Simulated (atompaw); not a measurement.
Plane-wave convergence, PAW (atompaw) potential for Fe (Z = 26)

atompaw 4.2.0.5 input, output lines left out:

```
Fe 26
GGA-PBESOL scalarrelativistic loggrid 1500 logderivrange -9 5 351
4 4 3 0 0 0
4 0 0
4 1 0
3 2 5
0 0 0
c
c
c
v
c
v
v
v
2
2.20 1.65 1.90 1.55
y
-1.35
n
n
y
-2.4
n
custom rrkj gramschmidtortho sinc
3 0 troulliermartins
2.20
2.20
1.35
2.20
1.70
2.20
```

The pseudo-atom Hamiltonian at the reference potential is diagonalised in spherical Bessel functions j_l(qr) that vanish at 20 bohr, with q² up to the cutoff. All-electron valence levels (Ry): 4s -2.2796, 3p -7.1144, 4p -1.7532, 3d -3.1735.

**Question.** How do the lowest levels (Ry) of each channel move with the cutoff, and are there ghosts?

**Answer.**

```
cutoff (Ry)     s #1     p #1     p #2     d #1     d #2     f #1  Σ f·Δε (mRy)
          8  -2.2792  -1.7528  -0.8018  -2.9851  -0.8592  -0.6219       33112.2
         18  -2.2796  -6.0599  -1.7532  -3.1262  -0.9048  -0.6253        6563.6
         30  -2.2797  -7.0530  -1.7532  -3.1638  -1.0129  -0.6259         416.8
         50  -2.2797  -7.1134  -1.7533  -3.1731  -1.0458  -0.6260           8.2
         70  -2.2797  -7.1141  -1.7533  -3.1734  -1.0462  -0.6260           2.6
        110  -2.2797  -7.1144  -1.7533  -3.1735  -1.0465  -0.6260           0.4
        400  -2.2797  -7.1145  -1.7533  -3.1735  -1.0466  -0.6260           0.0
```

Result: no extra level below or beside the all-electron valence levels (s, p, d, f tested); 10 mRy is reached at 50 Ry and 1 mRy at 90 Ry.
